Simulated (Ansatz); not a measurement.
Species: ZnH, net charge 0, doublet state. The spin state was set by rule; other spins were not relaxed. 
Coordinates optimised at B3LYP-D3(BJ)/def2-TZVP (Ansatz, a program for electronic structure):
```xyz
2

Zn     0.0000     0.0000    -0.0527
H      0.0000     0.0000     1.5801
```
Charge 0, spin multiplicity 2.

Dipole moments at this geometry, in debye (magnitudes).

| level | program | dipole (D) |
|---|---|---|
| BLYP/def2-TZVPD | Ansatz | 0.50 |
| r2SCAN/def2-TZVPD | Ansatz | 0.59 |
| BHLYP/def2-TZVPD | Ansatz | 0.73 |
| r2SCANh/def2-TZVPD | Ansatz | 0.62 |
| r2SCAN0/def2-TZVPD | Ansatz | 0.67 |
| CAM-B3LYP/def2-TZVPD | Ansatz | 0.64 |
| LC-wPBE/def2-TZVPD | Ansatz | 0.70 |
| wB97M-V/def2-TZVPD | Ansatz | 0.64 |
| CCSD(T)/def2-SVPD | Ansatz | 0.76 |
